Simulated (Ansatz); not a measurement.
A made-up structure of Si2H3ClF (charge +1), closed shell:

| atom | x (Å) | y (Å) | z (Å) |
| --- | --- | --- | --- |
| F1 | 0.2469 | -0.0864 | -1.6622 |
| Si2 | -1.1193 | 0.1610 | 0.0714 |
| Si3 | 1.1109 | -0.0726 | 0.4032 |
| Cl4 | -2.0223 | -1.1072 | 0.1772 |
| H5 | -1.8655 | 1.4103 | -0.1248 |
| H6 | 1.9827 | 1.1102 | 0.4961 |
| H7 | 1.6667 | -1.4152 | 0.6391 |

It is relaxed with PBE-D4/def2-SVP and then PBE0-D4/def2-TZVP (Ansatz 0.2.0). Atoms count as bonded within 1.22 times the sum of their covalent radii (H–H: 0.88 Å). The end point is not checked to be a true minimum.

**Question.** Does its bonding change? (A judgement: the text doesn't fix the answer.)

**Answer.** The calculation gives: Yes. Formed: F1–Si2, F1–Si3; broken: none.

Where it ends: The first stage lowers the energy by 5.88 eV in 6 steps. It ends as Si₂H₃ClF ([Cl][SiH]1[F][SiH2]1), total charge +1:
F1  (0.226, -0.032, -1.188)
Si2  (-1.089, 0.202, 0.097)
Si3  (1.129, -0.034, 0.374)
Cl4  (-2.281, -1.373, 0.096)
H5  (-1.720, 1.482, -0.258)
H6  (2.027, 1.131, 0.350)
H7  (1.709, -1.377, 0.529)
(Å)

Labels in which every atom is bracketed show which atoms are joined, not bond orders.

For scale, one of the runs: PBE0-D4/def2-TZVP relaxation, 160 basis functions, launched by `ansatz run in.yaml --threads 2 --pin off --events-out ev --progress --plain --max-ram 4352MiB`. The run took about 32 s on 2 CPU threads of an Arm Neoverse V1 (shared host).
